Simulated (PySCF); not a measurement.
Ta(S)(F)(OH)2 (FH₂O₂STa), SMILES [S]=[Ta]([OH])([OH])[F], multiplicity 1. Coordinates come from a PBE0-D3(BJ)/def2-SVP optimisation. The multiplicity is an assumed one; other spin states were not compared. The def2 effective core potentials stand for the cores of Ta; spin–orbit coupling is left out. Other conformers were not sampled.

Computed equilibrium geometry at PBE0-D3(BJ)/def2-SVP (PySCF confirms it by a frequency run) as Cartesian coordinates in Å, and its point group (one conformer of several):
point group Cs.
```xyz
7

Ta     0.1634    -0.0103     0.0000
S     -2.0019    -0.0311     0.0000
F      0.8050    -1.7793     0.0000
O      0.7591     0.9110    -1.5317
H      0.3548     1.3444    -2.2889
O      0.7591     0.9110     1.5317
H      0.3548     1.3444     2.2889
```
